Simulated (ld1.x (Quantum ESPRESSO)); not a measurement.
## Before and after: TM potential for Al

* Element: aluminium (Al)
* Generator: ld1.x (Quantum ESPRESSO) 7.5
* Type: norm-conserving Troullier–Martins (Kleinman–Bylander form)
* Functional: PBEsol
* Relativity: scalar-relativistic
* Frozen core: [Ne]
* Valence charge: 3
* Reference configuration: 3s2 3p1
* Partial waves: 3s (bound): rc 2.30 bohr; 3d channel at 0.35 Ry: rc 2.40 bohr; 3p (bound): rc 1.70 bohr
* Local potential: the p channel
* Core correction: Bessel-smoothed model core, default radius (core density twice the valence density)

Change: core [He], valence charge 11; reference 2s2 2p6 3s2 3p1; waves now 2s (bound): rc 0.90 bohr; 3d channel at 0.35 Ry: rc 0.90 bohr; 2p (bound): rc 1.10 bohr; core correction none.

Cutoffs: the cutoffs (Ry, on a coarse ladder) from which the occupation-weighted sum of valence levels, in a spherical-Bessel basis at the reference potential, stays within 10 and 1 mRy of its value at 400 Ry; they do not see the model core or the augmentation charge, which bear on the density cutoff. Errors are all-electron minus pseudo energies relative to the spin-unpolarised reference configuration.

Problem. What does the change do?

Solution. The potential gets harder (10 Ry and 35 Ry → 160 Ry and 300 Ry); the miss of the reference levels goes from 0.00 to 0.36 eV; neither file shows a bound ghost. The added semicore shells are compact, so their waves need more plane waves. Several settings change at once here, so the effects cannot be laid on one of them.

| quantity | base | changed |
| --- | --- | --- |
| cutoff, loose | 10 Ry | 160 Ry |
| cutoff, tight | 35 Ry | 300 Ry |
| loose cutoff by channel (10 mRy a level) | s 8 Ry, p 6 Ry | s 80 Ry, p 140 Ry |
| bound ghosts | none | none |
| largest miss of a reference level, eV | 0.00 | 0.36 |
| largest error over its own tests, meV | -14 | +2061 |

Changed file: The 3p, 3s levels have no wave, so the channel is fitted at the deeper level alone: the likely source of the large errors.
